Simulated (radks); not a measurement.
The numbers below are computed, except where a source is named.
Ionisation of Au+, [Xe] 4f14 5d10, to Au2+, [Xe] 4f14 5d9, under several functionals. Scalar-relativistic Kohn-Sham, spin-unpolarised, spherical densities, point nucleus; a radial shooting solver on a logarithmic mesh with Libxc functionals.

| functional | E(Au+) (hartree) | Exc (hartree) | IE (eV) | -e(HOMO) (eV) | <r> HOMO (bohr) | IE error (eV) |
|---|---|---|---|---|---|---|
| OLYP | -19018.2333 | -369.0555 | 21.180 | 15.256 | 1.565 | +0.977 |
| BLYP | -19012.5360 | -363.0572 | 21.113 | 15.247 | 1.581 | +0.910 |
| B86b exchange with PBE correlation | -19012.8828 | -363.4389 | 21.229 | 15.348 | 1.575 | +1.026 |
| PBEsol | -19006.2669 | -356.8327 | 21.238 | 15.357 | 1.574 | +1.035 |
| RPBE | -19012.0739 | -362.6415 | 21.121 | 15.240 | 1.574 | +0.918 |
| exchange-only LDA | -18992.7836 | -343.2740 | 20.047 | 14.233 | 1.588 | -0.156 |

NIST Atomic Spectra Database: 20.20 eV (measured). Closest: exchange-only LDA. The Delta-SCF values span 1.19 eV, the total energies 25.45 hartree. The highest occupied level is 5d. Spin polarisation and multiplet splitting are left out, so open shells lie too high by an amount that depends on their filling. Spin-orbit splitting is averaged out at the scalar-relativistic level.

Beside tabulated values, note that spin-unpolarised runs miss the spin-polarisation part of the exchange energy of open shells.
